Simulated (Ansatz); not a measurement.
Ansatz (a first-principles code) input file for C₅H₁₀, SMILES C1[C@@H]([C@H]1C)C, PBE-D3(BJ)/def2-SVP. 

Ansatz 0.2 input:
```yaml
crystal:
  periodic: [false, false, false]
  atoms:
    - {symbol: C, position_ang: [-1.94809613, 0.07195829, -0.50089314]}
    - {symbol: C, position_ang: [-0.60491281, -0.44468574, -0.06154838]}
    - {symbol: C, position_ang: [-0.00000000, 0.00000000, 1.24052317]}
    - {symbol: C, position_ang: [0.60491282, 0.44468573, -0.06154838]}
    - {symbol: C, position_ang: [1.94809613, -0.07195829, -0.50089314]}
    - {symbol: H, position_ang: [-2.08221159, 1.12382570, -0.20270403]}
    - {symbol: H, position_ang: [-2.77029567, -0.50691052, -0.05027058]}
    - {symbol: H, position_ang: [-2.06189107, 0.01985618, -1.59564758]}
    - {symbol: H, position_ang: [-0.40866659, -1.48895276, -0.33388714]}
    - {symbol: H, position_ang: [0.55094052, -0.73452524, 1.83558892]}
    - {symbol: H, position_ang: [-0.55094054, 0.73452524, 1.83558891]}
    - {symbol: H, position_ang: [0.40866659, 1.48895276, -0.33388716]}
    - {symbol: H, position_ang: [2.77029567, 0.50691052, -0.05027058]}
    - {symbol: H, position_ang: [2.08221159, -1.12382569, -0.20270401]}
    - {symbol: H, position_ang: [2.06189107, -0.01985620, -1.59564758]}
basis:
  gaussian:
    orbitals: def2-SVP
hamiltonian:
  xc: pbe
  dispersion: d3bj
relax: {f_tol: 0.002, max_steps: 200}
```

Output:

```
WARN ansatz: RAYON_NUM_THREADS=1 ignored (pool sized by the plan → 1); use --threads N
Functional definition: PBE
integrals: 0.06 GiB planned
1370 factors; their error is unknown
mean field: 0.37 GiB planned
mean field evaluation 1: about -5322.0019 eV, gradient 7.3e1 eV
mean field evaluation 2: about -5302.0659 eV, gradient 1.1e2 eV
mean field evaluation 4: about -5336.2201 eV, gradient 6.4e0 eV
mean field evaluation 8: about -5336.3081 eV, gradient 1.1e-1 eV
mean field evaluation 16: about -5336.2388 eV, gradient 6.4e-5 eV
mean field -5336.23877987 eV, -196.1031581276 hartree, gradient 1.1e-5 eV, S^2 0.000000; 0 other end points of the search recorded, 0 dependent functions left out
the calculation of the forces begins
reference -5336.23881379 eV, -196.1031593741 hartree; 20, 20 occupied and 100, 100 virtual orbitals, 1370 factors
relax step   1: F+E_penalty+E_count = -5336.52828127 eV  Δ(F+E_penalty+E_count) = +0.000e0 eV  max|allowed force component| = 2.718e-1 eV/Å  Δτ_max = 0.0000 Å  (29 SCF iters, accepted)
these checks for a lower state are left out or cut short: starts, cluster_reference, orbital_swaps, neighbouring_geometries, increment
integrals: 0.06 GiB planned
1370 factors; their error is unknown
mean field: 0.37 GiB planned
mean field -5336.25707637 eV, -196.1038305116 hartree, gradient 1.9e-5 eV, S^2 0.000000; 0 other end points of the search recorded, 0 dependent functions left out
the calculation of the forces begins
reference -5336.25711044 eV, -196.1038317638 hartree; 20, 20 occupied and 100, 100 virtual orbitals, 1370 factors
relax step   2: F+E_penalty+E_count = -5336.54522224 eV  Δ(F+E_penalty+E_count) = -1.694e-2 eV  max|allowed force component| = 1.386e-1 eV/Å  Δτ_max = 0.0142 Å  (30 SCF iters, accepted)
these checks for a lower state are left out or cut short: starts, cluster_reference, orbital_swaps, neighbouring_geometries, increment
integrals: 0.06 GiB planned
1370 factors; their error is unknown
mean field: 0.37 GiB planned
mean field evaluation 32: about -5336.2597 eV, gradient 2.9e-3 eV
mean field -5336.25972434 eV, -196.1039278229 hartree, gradient 2.0e-5 eV, S^2 0.000000; 0 other end points of the search recorded, 0 dependent functions left out
the calculation of the forces begins
reference -5336.25975849 eV, -196.1039290777 hartree; 20, 20 occupied and 100, 100 virtual orbitals, 1370 factors
relax step   3: F+E_penalty+E_count = -5336.54725623 eV  Δ(F+E_penalty+E_count) = -2.034e-3 eV  max|allowed force component| = 2.107e-2 eV/Å  Δτ_max = 0.0055 Å  (30 SCF iters, accepted)
these checks for a lower state are left out or cut short: starts, cluster_reference, orbital_swaps, neighbouring_geometries, increment
integrals: 0.06 GiB planned
1370 factors; their error is unknown
mean field: 0.37 GiB planned
mean field -5336.25974297 eV, -196.1039285075 hartree, gradient 1.9e-5 eV, S^2 0.000000; 0 other end points of the search recorded, 0 dependent functions left out
the calculation of the forces begins
reference -5336.25977712 eV, -196.1039297623 hartree; 20, 20 occupied and 100, 100 virtual orbitals, 1370 factors
relax step   4: F+E_penalty+E_count = -5336.54726790 eV  Δ(F+E_penalty+E_count) = -1.167e-5 eV  max|allowed force component| = 5.886e-3 eV/Å  Δτ_max = 0.0005 Å  (21 SCF iters, accepted)
these checks for a lower state are left out or cut short: starts, cluster_reference, orbital_swaps, neighbouring_geometries, increment
integrals: 0.06 GiB planned
1370 factors; their error is unknown
mean field: 0.37 GiB planned
mean field -5336.25972770 eV, -196.1039279464 hartree, gradient 1.2e-5 eV, S^2 0.000000; 0 other end points of the search recorded, 0 dependent functions left out
the calculation of the forces begins
reference -5336.25976185 eV, -196.1039292011 hartree; 20, 20 occupied and 100, 100 virtual orbitals, 1370 factors
relax step   5: F+E_penalty+E_count = -5336.54726973 eV  Δ(F+E_penalty+E_count) = -1.835e-6 eV  max|allowed force component| = 1.109e-3 eV/Å  Δτ_max = 0.0010 Å  (21 SCF iters, accepted)
integrals: 0.06 GiB planned
1370 factors; their error is unknown
mean field: 0.37 GiB planned
mean field evaluation 64: about -5336.2597 eV, gradient 1.7e-3 eV
mean field -5336.25972770 eV, -196.1039279464 hartree, gradient 1.2e-5 eV, S^2 0.000000; 1 other end points of the search recorded, 0 dependent functions left out
the calculation of the forces begins
reference -5336.25976185 eV, -196.1039292011 hartree; 20, 20 occupied and 100, 100 virtual orbitals, 1370 factors
Total energy: -5336.54730388 eV, -196.1144961759 hartree
Atom 0 at    -1.960052     0.071511    -0.503956 Å, force    -0.000594    -0.000522     0.000712 eV/Å
Atom 1 at    -0.610146    -0.447691    -0.061778 Å, force    -0.000681     0.001109    -0.000323 eV/Å
Atom 2 at    -0.000000     0.000000     1.250158 Å, force    -0.000000     0.000000     0.000144 eV/Å
Atom 3 at     0.610146     0.447691    -0.061778 Å, force     0.000681    -0.001109    -0.000323 eV/Å
Atom 4 at     1.960052    -0.071511    -0.503956 Å, force     0.000594     0.000522     0.000712 eV/Å
Atom 5 at    -2.095923     1.131882    -0.206046 Å, force     0.000307    -0.000268    -0.000297 eV/Å
Atom 6 at    -2.789919    -0.509198    -0.049084 Å, force    -0.000258    -0.000123    -0.000049 eV/Å
Atom 7 at    -2.077130     0.017560    -1.606744 Å, force     0.000136     0.000319    -0.000032 eV/Å
Atom 8 at    -0.412166    -1.499700    -0.336097 Å, force     0.000094     0.000086    -0.000067 eV/Å
Atom 9 at     0.554574    -0.740217     1.849526 Å, force    -0.000131     0.000267    -0.000016 eV/Å
Atom 10 at    -0.554574     0.740217     1.849526 Å, force     0.000131    -0.000267    -0.000016 eV/Å
Atom 11 at     0.412166     1.499700    -0.336097 Å, force    -0.000094    -0.000086    -0.000067 eV/Å
Atom 12 at     2.789919     0.509198    -0.049084 Å, force     0.000258     0.000123    -0.000049 eV/Å
Atom 13 at     2.095923    -1.131882    -0.206046 Å, force    -0.000307     0.000268    -0.000297 eV/Å
Atom 14 at     2.077130    -0.017560    -1.606744 Å, force    -0.000136    -0.000319    -0.000032 eV/Å
Dipole moment:     0.000000     0.000000    -0.028652 e Å
```

The calculation finished and met its thresholds.

Cost: very roughly 15 core-seconds.
